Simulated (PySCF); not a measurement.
Point-charge models of `CCCCC1C=C1` against its computed dipole.

Coordinates (GFN2-xTB, Å) and charges (e) from the PBE0/pcSseg-1 density (PySCF):

```csv
atom,x,y,z,Mulliken,IAO,Hirshfeld,ESP-fitted
C1,-2.940,0.320,-0.670,-0.2547,-0.4160,-0.1184,-0.3390
C2,-1.735,-0.550,-0.334,-0.2719,-0.2449,-0.0655,+0.2338
C3,-0.475,0.283,-0.117,-0.2589,-0.2473,-0.0690,+0.0524
C4,0.739,-0.582,0.225,-0.1410,-0.2656,-0.0788,-0.1014
C5,1.987,0.259,0.408,-0.1819,-0.1124,-0.0441,-0.0032
C6,3.338,-0.262,0.020,-0.0674,-0.1596,-0.0489,-0.2237
C7,2.835,0.637,-0.771,-0.0663,-0.1654,-0.0495,-0.2385
H8,-3.825,-0.293,-0.829,+0.1121,+0.1387,+0.0386,+0.0790
H9,-3.146,1.015,0.142,+0.1057,+0.1347,+0.0373,+0.0707
H10,-2.755,0.896,-1.573,+0.1054,+0.1345,+0.0372,+0.0685
H11,-1.946,-1.129,0.568,+0.1121,+0.1266,+0.0345,-0.0468
H12,-1.563,-1.260,-1.147,+0.1121,+0.1265,+0.0344,-0.0497
H13,-0.647,0.996,0.692,+0.1104,+0.1237,+0.0332,-0.0133
H14,-0.260,0.855,-1.022,+0.1111,+0.1231,+0.0308,-0.0056
H15,0.907,-1.307,-0.576,+0.0990,+0.1257,+0.0298,+0.0500
H16,0.536,-1.140,1.144,+0.1155,+0.1271,+0.0329,+0.0192
H17,1.914,0.958,1.241,+0.1092,+0.1110,+0.0235,+0.0559
H18,4.121,-0.933,0.277,+0.0746,+0.1700,+0.0710,+0.1932
H19,2.904,1.244,-1.640,+0.0747,+0.1698,+0.0705,+0.1985
```

Compute μ = Σ q r for each scheme (1 e·Å = 4.803 D) and compare with the dipole of the full density.

The full density gives (0.30, -0.08, -0.21) D, 0.38 D in size; dipole vectors point from the negative to the positive end.

```
    scheme     μx     μy     μz  size (D)  share of the full size (%)  angle to the full dipole (°)
  Mulliken  -0.94  -0.10  -0.01      0.94                         250                           141
       IAO   0.25  -0.07  -0.16      0.30                          80                             1
 Hirshfeld   0.55  -0.01  -0.24      0.60                         158                            16
ESP-fitted   0.30  -0.08  -0.23      0.39                         103                             3
```

Which set comes closest?

Length of the difference vector: ESP-fitted 0.02 D, IAO 0.08 D, Hirshfeld 0.26 D, Mulliken 1.26 D. Closest: ESP-fitted. 

What is left for the Hirshfeld atoms' own dipoles?

The shares of the density sum to the whole, so what Σ q r misses lies in dipoles about the nuclei. The atomic dipoles sum to (0.30, -0.08, -0.21) − (0.55, -0.01, -0.24) = (-0.25, -0.07, 0.03) D, 0.26 D in size.

With the origin at the mean of the coordinates, (-0.001, 0.000, -0.209) Å, which are the largest single terms, by size, of the ESP-fitted dipole along the direction of the full one?

C1 +3.57, H18 +3.03, C6 -2.82, C7 -2.82, H19 +2.73 D; all 19 atoms together +0.39 D. The single terms depend on the origin, their sum doesn't.

Give the size of the full dipole in other units.

0.38 D = 0.149 au = 0.079 e·Å = 1.26 × 10⁻³⁰ C·m.

One conformer (not necessarily the lowest) at the GFN2-xTB geometry, without solvent, vibrations or thermal averaging.

Conformer computed: `[CH3:1][CH2:2][CH2:3][CH2:4][CH:5]1[CH:6]=[CH:7]1`: C1–C2–C3–C4 180°, C2–C3–C4–C5 179°, C3–C4–C5–C6 -147°.
